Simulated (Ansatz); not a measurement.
Input file for Ansatz (a program for electronic structure): R-wB97X-V/def2-TZVPPD on H2O3S (SMILES O=[SH](=O)O). The basis file is the Basis Set Exchange's JSON of that set.

Ansatz 0.2 input:
```yaml
crystal:
  periodic: [false, false, false]
  atoms:
    - {symbol: O, position_ang: [-1.31820871, -0.61456038, -0.91065783]}
    - {symbol: S, position_ang: [-0.42847821, 0.04630870, -0.02014368]}
    - {symbol: O, position_ang: [-0.29152210, 1.46888772, 0.04022370]}
    - {symbol: O, position_ang: [1.02257586, -0.59009151, -0.23509079]}
    - {symbol: H, position_ang: [-0.67692417, -0.40890357, 1.22691437]}
    - {symbol: H, position_ang: [1.69255733, 0.09835904, -0.10134577]}
basis:
  gaussian:
    orbitals: def2-TZVPPD.json
hamiltonian:
  xc: {name: wB97X-V}
scf: {lower_state_search: off}
```

Output:

```
WARN ansatz: RAYON_NUM_THREADS=4 ignored (pool sized by the plan → 4); use --threads N
Functional definition: wB97X-V
these checks for a lower state are left out or cut short: stability, starts, cluster_reference, orbital_swaps, neighbouring_geometries, increment
integrals: 0.17 GiB planned
1009 factors; their error is unknown
integrals: 0.20 GiB planned
266 factors; integrals over basis functions are off by at most 3.1e-5 eV
mean field: 1.42 GiB planned
mean field evaluation 1: about -16999.0920 eV, gradient 7.4e1 eV
mean field evaluation 2: about -16994.9856 eV, gradient 9.3e1 eV
mean field evaluation 4: about -17007.7320 eV, gradient 3.2e0 eV
mean field evaluation 8: about -17007.7504 eV, gradient 4.9e-2 eV
mean field evaluation 16: about -17007.7786 eV, gradient 3.9e-5 eV
mean field -17007.77864320 eV, -625.0243368513 hartree, gradient 3.1e-6 eV, S^2 0.000000; 0 other end points of the search recorded, 0 dependent functions left out
reference -17007.77864062 eV, -625.0243367562 hartree; 21, 21 occupied and 184, 184 virtual orbitals, 1009 factors
Total energy: -17007.77864062 eV, -625.0243367562 hartree
Checks for a lower state left out: stability, starts, cluster_reference, orbital_swaps, neighbouring_geometries, increment
```

Self-consistency was reached.

Cost: around 5 core-seconds (rough).
